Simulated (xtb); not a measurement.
F2Mg, charge +1, doublet, geometry from GFN2-xTB (such geometries of metal compounds can be far from the true shape) (a state made from the parent by changing its charge; the spin is typed, not shown lowest); GFN0-xTB in xtb.

Input for xtb:
```
$ xtb mol.xyz --gfn 0 --chrg 1 --uhf 1 --hess --json

# file mol.xyz
3

Mg     0.02084867    -0.00292335    -0.00700014
F     -0.22416534     1.32081815    -1.17235055
F      0.19636712    -1.31692035     1.18168407
```

Question: What does xtb print? Leave out banner, timings and long lists.

Answer: 
```
   ID    Z sym.   atoms
    1   12 Mg     1
    2    9 F      2, 3

           -------------------------------------------------
          |                Calculation Setup                |
           -------------------------------------------------

           -------------------------------------------------
          |                 G F N 0 - x T B                 |
           -------------------------------------------------

          ...................................................
          :                      SETUP                      :
          :.................................................:
          :  # basis functions                  18          :
          :  # atomic orbitals                  17          :
          :  # shells                            7          :
          :  # electrons                        15          :
          :  electronic temp.          300.0000000     K    :
          :  accuracy                    1.0000000          :
          :  -> integral cutoff          0.2500000E+02      :
          :  -> integral neglect         0.1000000E-07      :
          ...................................................

         :::::::::::::::::::::::::::::::::::::::::::::::::::::
         ::                     SUMMARY                     ::
         :::::::::::::::::::::::::::::::::::::::::::::::::::::
         :: total energy              -6.682876045964 Eh    ::
         :: gradient norm              0.010061599102 Eh/a0 ::
         :: HOMO-LUMO gap              6.211075649391 eV    ::
         ::.................................................::
         :: H0 energy                 -8.192629939130 Eh    ::
         :: repulsion energy           0.009369893808 Eh    ::
         :: electrostat energy         1.500596524548 Eh    ::
         :: -> Gsolv                   0.000000000000 Eh    ::
         ::    -> Gsasa                0.000000000000 Eh    ::
         ::    -> Gshift               0.000000000000 Eh    ::
         :: dispersion energy         -0.000212525190 Eh    ::
         :: short-range corr.          0.000000000000 Eh    ::
         :: add. restraining           0.000000000000 Eh    ::
         :: total charge               1.000000000000 e     ::
         :::::::::::::::::::::::::::::::::::::::::::::::::::::

           -------------------------------------------------
          |                Numerical Hessian                |
           -------------------------------------------------
step length          :   0.00500
SCC accuracy         :   0.30000
Hessian scale factor :   1.00000
frozen atoms in %    :   0.00000    0
RMS gradient         :   0.01006 !! INCOMPLETELY OPTIMIZED GEOMETRY !!
estimated CPU  time      0.00 min

writing file <hessian>.

 projected vibrational frequencies (cm⁻¹)
eigval :       -0.00    -0.00    -0.00    -0.00     0.00     0.00
eigval :      -91.10   343.52   532.65
           -------------------------------------------------
          |                Property Printout                |
           -------------------------------------------------

    * Orbital Energies and Occupations

         #    Occupation            Energy/Eh            Energy/eV
      -------------------------------------------------------------
         1        2.0000           -0.8262076             -22.4823
         2        2.0000           -0.8181492             -22.2630
         3        1.9613           -0.4469695             -12.1627
         4        1.8237           -0.4453829             -12.1195
         5        1.8237           -0.4453827             -12.1195
         6        1.8026           -0.4452504             -12.1159
         7        1.8025           -0.4452502             -12.1159
         8        1.7862           -0.4451552             -12.1133 (HOMO)
         9                         -0.2169023              -5.9022 (LUMO)
        10                         -0.1208036              -3.2872
[...]
 IR intensities (km·mol⁻¹)
   1:  4.63   2: 20.41   3:  2.65   4: 11.58   5:  4.56   6: 10.66   7:  7.55   8:  0.01
   9:  0.13
 Raman intensities (Ä⁴*amu⁻¹)
   1:  0.00   2:  0.00   3:  0.00   4:  0.00   5:  0.00   6:  0.00   7:  0.00   8:  0.00
   9:  0.00
 output can be read by thermo (or use thermo option).
 writing <g98.out> molden fake output.
 recommended (thermochemical) frequency scaling factor: 1.0
           -------------------------------------------------
          |             Thermodynamic Functions             |
           -------------------------------------------------

din symmetry found (for desy threshold:  0.10E+00) used in thermo

          ...................................................
          :                      SETUP                      :
          :.................................................:
          :  # frequencies                           2      :
          :  # imaginary freq.                       1      :
          :  linear?                             false      :
          :  only rotor calc.                    false      :
          :  symmetry                              din      :
          :  rotational number                       1      :
          :  scaling factor                  1.0000000      :
          :  rotor cutoff                   50.0000000 cm⁻¹ :
          :  imag. cutoff                  -20.0000000 cm⁻¹ :
          :.................................................:

    mode    ω/cm⁻¹     T·S(HO)/kcal·mol⁻¹    T·S(FR)/kcal·mol⁻¹   T·S(vib)
   ------------------------------------------------------------------------
   ------------------------------------------------------------------------

   temp. (K)  partition function   enthalpy   heat capacity  entropy
                                   cal/mol     cal/K/mol   cal/K/mol   J/K/mol
 298.15  VIB   1.34                  357.413      2.766      1.777
         ROT  0.131E+04              888.752      2.981     17.244
         INT  0.175E+04             1246.166      5.747     19.022
         TR   0.476E+27             1481.254      4.968     38.290
         TOT                        2727.4197    10.7150    57.3119   239.7931

       T/K    H(0)-H(T)+PV         H(T)/Eh          T*S/Eh         G(T)/Eh
   ------------------------------------------------------------------------
    298.15    0.434642E-02    0.634250E-02    0.272308E-01   -0.208883E-01
   ------------------------------------------------------------------------

         :::::::::::::::::::::::::::::::::::::::::::::::::::::
         ::                  THERMODYNAMIC                  ::
         :::::::::::::::::::::::::::::::::::::::::::::::::::::
         :: total free energy          -6.703764296585 Eh   ::
         ::.................................................::
         :: total energy               -6.682876045964 Eh   ::
         :: zero point energy           0.001996080032 Eh   ::
         :: G(RRHO) w/o ZPVE           -0.022884330653 Eh   ::
         :: G(RRHO) contrib.           -0.020888250621 Eh   ::
         :::::::::::::::::::::::::::::::::::::::::::::::::::::
imag cut-off (cm-1) :    5.00
 found            1  significant imaginary frequency
 writing imag mode distorted coords to xtbhess.xyz
 for further optimization.

           -------------------------------------------------
          | TOTAL ENERGY               -6.682876045964 Eh   |
          | TOTAL ENTHALPY             -6.676533546036 Eh   |
          | TOTAL FREE ENERGY          -6.703764296585 Eh   |
          | GRADIENT NORM               0.010061599102 Eh/α |
          | HOMO-LUMO GAP               6.211075649391 eV   |
           -------------------------------------------------
########################################################################
[WARNING] Runtime exception occurred
-1- hessian_numhess: Hessian on incompletely optimized geometry!
########################################################################

normal termination of xtb
```
